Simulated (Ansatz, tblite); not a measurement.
Removing and adding an electron: the cluster Na₃Pb (the lowest doublet isomer of a short search). The state is a doublet with charge 0. Geometry: PBE-D4/def2-TZVP. Ansatz, gas phase; energy differences of separate SCF runs; the oxidised species is a singlet (the triplet lies 0.00 eV higher at PBE0-D4/def2-TZVP); the reduced species is a singlet (the triplet lies 0.02 eV higher at PBE0-D4/def2-TZVPD).

Cartesian coordinates in Å:
```
Na 1.352 -1.220 1.947
Na -0.317 1.959 -1.782
Na -1.689 0.095 0.840
Pb 0.654 -0.835 -1.005
```

In the def2 sets Pb takes a core potential; there is no spin–orbit coupling. The xTB rows come from tblite. The structure comes from a short search, and lower isomers may exist.

Question: Estimate orbital energies and vertical ionisation energies and electron affinities at: GFN1-xTB; GFN2-xTB; PBE-D4/def2-TZVP; PBE-D4/def2-TZVPD; PBE0-D4/def2-TZVP; PBE0-D4/def2-TZVPD.

Answer: 
```
             level  −HOMO (eV)  vertical IE (eV)  −LUMO (eV)  vertical EA (eV)  HOMO–LUMO gap (eV)  IE − EA (eV)                                                                                                           remarks
          GFN1-xTB           –              8.94           –              5.76                   –          3.18                                                                                                                 –
          GFN2-xTB           –              8.13           –              3.09                   –          5.04                                                                                                                 –
  PBE-D4/def2-TZVP        3.08              5.00        2.28                 –                0.80             –                                                                         restricted singlet, untested (+1 singlet)
 PBE-D4/def2-TZVPD        3.08                 –        2.28              0.81                0.80             –                                           HOMO above zero (-1 singlet), restricted singlet, untested (-1 singlet)
 PBE0-D4/def2-TZVP        3.74              4.92        1.58                 –                2.16             –                                restricted singlet, untested (+1 singlet), spin-contaminated (⟨S²⟩ 0.84) (doublet)
PBE0-D4/def2-TZVPD        3.74                 –        1.58              0.64                2.16             –  HOMO above zero (-1 singlet), restricted singlet, untested (-1 singlet), spin-contaminated (⟨S²⟩ 0.84) (doublet)
```

Run but left out: r2SCAN-D4/def2-TZVP (charge +1 singlet: restricted singlet with a triplet 0.22 eV lower at the same geometry); r2SCAN-D4/def2-TZVPD (charge -1 singlet: restricted singlet with a triplet 0.07 eV lower at the same geometry).   A HOMO above zero means that the electron is unbound at that level or that self-interaction error raises the level; the energy of removing that electron tells which. HOMO and LUMO are the levels of the spin that leaves or enters (xTB has no such levels and no spin-polarisation term). Other spin states of the ions may lie lower, which would lower the ionisation energy or raise the affinity. Raw xTB energy differences between charge states are shifted by several eV; the methods need an empirical correction for them.
